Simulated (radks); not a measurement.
Results of a calculation; reference values are marked as such.
Question: Ionisation of the gadolinium ion Gd2+, [Xe] 4f7 5d1, to [Xe] 4f7 as the strength of local exchange is varied. Level of theory: Dirac Kohn-Sham, Slater X-alpha exchange (alpha = 2/3 is LDA exchange), no correlation, spin-unpolarised, spherical densities, finite nucleus; open shells fill j = l - 1/2 first; Fermi nuclear charge, rms radius 5.1569 fm (a radial shooting solver on a logarithmic mesh with Libxc functionals).

| alpha | E(Gd2+) (hartree) | exchange (hartree) | IE (eV) | -e of the level emptied (eV) | <r> of it (bohr) |
|---|---|---|---|---|---|
| 0.667 | -11264.8772 | -235.5971 | 18.958 | 14.332 (5d3/2) | 2.383 |
| 0.861 | -11333.6164 | -306.0249 | 21.312 | 16.463 (5d3/2) | 2.232 |
| 0.865 | -11335.0382 | -307.4859 | 21.363 | 16.509 (5d3/2) | 2.229 |
| 1.019 | -11389.9158 | -364.0074 | 23.378 | 18.362 (5d3/2) | 2.127 |
| 1.042 | -11398.1349 | -372.4945 | 23.690 | 18.650 (5d3/2) | 2.113 |
| x | -11231.3731 | -201.4188 | 17.882 | 13.372 (5d3/2) | 2.467 |

Which alpha was used in the last row?

Answer: alpha = 0.572. NIST Atomic Spectra Database: 20.54 eV (semi-empirical). The Delta-SCF value meets it near alpha = 0.80. Spin polarisation and multiplet splitting are left out, so open shells lie too high by an amount that depends on their filling.

Beside tabulated values, note that spin-unpolarised runs miss the spin-polarisation part of the exchange energy of open shells.
